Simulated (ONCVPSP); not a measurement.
## Reading a pseudo-wave (lead (Pb))

Columns: radius, all-electron u(r) and pseudo u(r) of the 5p shell (level -86.27 eV) of lead in the configuration [Kr] 4d10 4f14 5s2 5p6 5d10 6s1.75 6p2.25; revPBE, scalar-relativistic, ONCV scheme, ONCVPSP 4.0.1.

| r (bohr) | all-electron | pseudo |
| --- | --- | --- |
| 0.072 | 0.0347 | 0.0117 |
| 0.145 | 0.4132 | 0.0474 |
| 0.217 | -0.1549 | 0.1072 |
| 0.290 | -0.6074 | 0.1956 |
| 0.362 | -0.6056 | 0.3117 |
| 0.435 | -0.2910 | 0.4557 |
| 0.507 | 0.1263 | 0.6135 |
| 0.580 | 0.5248 | 0.7751 |
| 0.652 | 0.8325 | 0.9223 |
| 0.725 | 1.0431 | 1.0472 |
| 0.798 | 1.1598 | 1.1366 |
| 0.870 | 1.1997 | 1.1804 |
| 0.942 | 1.1842 | 1.1760 |
| 1.015 | 1.1295 | 1.1278 |
| 1.088 | 1.0505 | 1.0502 |
| 1.160 | 0.9598 | 0.9595 |
| 1.232 | 0.8643 | 0.8641 |
| 1.305 | 0.7682 | 0.7680 |
| 1.378 | 0.6762 | 0.6761 |
| 1.450 | 0.5919 | 0.5918 |
| 1.522 | 0.5150 | 0.5148 |
| 1.595 | 0.4448 | 0.4447 |
| 1.668 | 0.3826 | 0.3825 |
| 1.740 | 0.3285 | 0.3284 |
| 1.812 | 0.2812 | 0.2812 |
| 1.885 | 0.2396 | 0.2395 |

(1) How many radial nodes do the two functions have?

(2) At about which radius was the pseudo-wave matched?

(3) Is the pseudo-wave norm-conserving?

## Answers

(1) The all-electron 5p function has n − l − 1 = 3 (the table is too coarse to show those close to the nucleus); the pseudo-wave has 0, since the states of the same l below it are removed with the core.

(2) 1.12 bohr, where the columns begin to agree (steps of 0.07 bohr).

(3) Yes: the ONCV scheme keeps the norm inside the radius equal to the all-electron one, which fixes the energy derivative of the logarithmic derivative at the level.
